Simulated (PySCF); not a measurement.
CH3Br3Sn, SMILES [CH3][Sn]([Br])([Br])[Br]. Geometry optimised at PBE-D3(BJ)/def2-SVP. The def2 effective core potentials stand for the cores of Sn; spin–orbit coupling is left out.

Computed equilibrium geometry at PBE-D3(BJ)/def2-SVP (PySCF confirms it by a frequency run) as Cartesian coordinates in Å, and its point group:
point group C3v.
```xyz
8

C      0.0000     0.0000     2.6086
Sn     0.0000     0.0000     0.4529
Br     2.0276     1.1706    -0.4490
Br     0.0000    -2.3413    -0.4490
Br    -2.0276     1.1706    -0.4490
H      0.0000     1.0518     2.9487
H     -0.9109    -0.5259     2.9487
H      0.9109    -0.5259     2.9487
```
Charge 0, spin multiplicity 1.
